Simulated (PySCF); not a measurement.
MBe anions for M along the fifth-period p block

CCSD(T) with double-zeta basis sets in PySCF, for the lowest determinant that a PBE0 search found; no spin–orbit coupling. De refers to high-spin ground-configuration atoms (the charge goes to the atom of lower measured ionisation energy or higher electron affinity, which is not always the lowest computed limit).

```
 M                       basis  reference, frozen orbitals  charged atom  state (unpaired electrons)  Re (Å)  ωe (cm⁻¹)  De (eV)
In  aug-cc-pVDZ/aug-cc-pVDZ-PP                      UHF, 4           In−              triplet (π ↑↑)   2.480        354     0.99
Sn                   def2-SVPD                      UHF, 4           Sn−         quartet (σ ↑, π ↑↑)   2.510        352     0.91
 I  aug-cc-pVDZ/aug-cc-pVDZ-PP                      RHF, 4            I−      singlet (closed shell)   2.502        289     0.66
```

The shortest bond is that of BeIn⁻ (2.480 Å), the longest that of BeSn⁻ (2.510 Å).

The rows differ in basis set, which adds steps of its own.

The state changes along the series, so neighbouring rows are not always alike in their bonding.

Correlated steps freeze 4 core orbitals. Correlated levels converge slowly with the basis: in double zeta they bind strong bonds too weakly, by up to about 1 eV, and carry superposition errors of some tenths. These are scalar-relativistic numbers at best; spin–orbit coupling would shift them, the dissociation energy most. For an ion De counts to the pair picked by the measured ionisation energies or electron affinities, which need not be the lowest pair at this level. States were picked by a PBE0 search and need not be the measured ground states.
